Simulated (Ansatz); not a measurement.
Ansatz results at the PBE0-D4/def2-TZVP geometry: HOMO–LUMO gap (PBE0/def2-TZVPP) 8.01 eV; HOMO energy (B3LYP/def2-TZVPP) -9.37 eV; LUMO energy (B3LYP/def2-TZVPP) -2.03 eV.

Each molecule was computed in one conformer, which needn't be the lowest.

Which molecule gave them?
A. `[CH3][Ga]([F])[SeH]`
B. `C[O][Ga]([SH])[O][SiH3]`
C. `[SH][Ga]([Cl])[Cl]`
D. `[OH][Ga]([F])[Cl]`

D. The others give `C[O][Ga]([SH])[O][SiH3]`: 6.85, -7.60, -1.32; `[CH3][Ga]([F])[SeH]`: 6.66, -7.20, -1.05; `[SH][Ga]([Cl])[Cl]`: 6.78, -8.09, -1.88.

B3LYP here is the variant with VWN-RPA as its local correlation; programs differ in this.
